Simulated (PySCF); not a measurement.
## Ne(2+) (neon, charge +2) across methods

[He] 2s2 2p4, high-spin 3P determinant. All numbers are calculated (PySCF 2.14, scalar relativity by spin-free X2C-1e, in aug-cc-pVDZ-DK).

| method | E (hartree) | mean ε 2s β (eV) | mean ε 2p α (eV) | mean ε 2p β (eV) | Σ⟨r²⟩ (bohr²) | ⟨S²⟩ |
| --- | --- | --- | --- | --- | --- | --- |
| BLYP | -126.7432 | -75.103 | -56.761 | -52.587 | 5.101 | 2.001 |
| PBE | -126.6402 | -75.066 | -56.813 | -52.509 | 5.102 | 2.001 |
| PBE0 | -126.6581 | -78.374 | -60.321 | -55.667 | 5.083 | 2.002 |
| M06-2X | -126.7261 | -81.663 | -63.441 | -58.588 | 5.085 | 2.002 |
| LDA | -125.9694 | -75.018 | -56.890 | -52.109 | 5.124 | 2.001 |
| r2SCAN | -126.7114 | -75.695 | -58.044 | -53.302 | 5.071 | 2.002 |
| PW91 | -126.7117 | -75.152 | -56.931 | -52.642 | 5.092 | 2.001 |
| CAM-B3LYP | -126.7238 | -79.979 | -61.768 | -57.234 | 5.095 | 2.001 |
| UHF | -126.45984 | -86.721 | -69.993 | -63.921 | 5.056 | 2.003 |
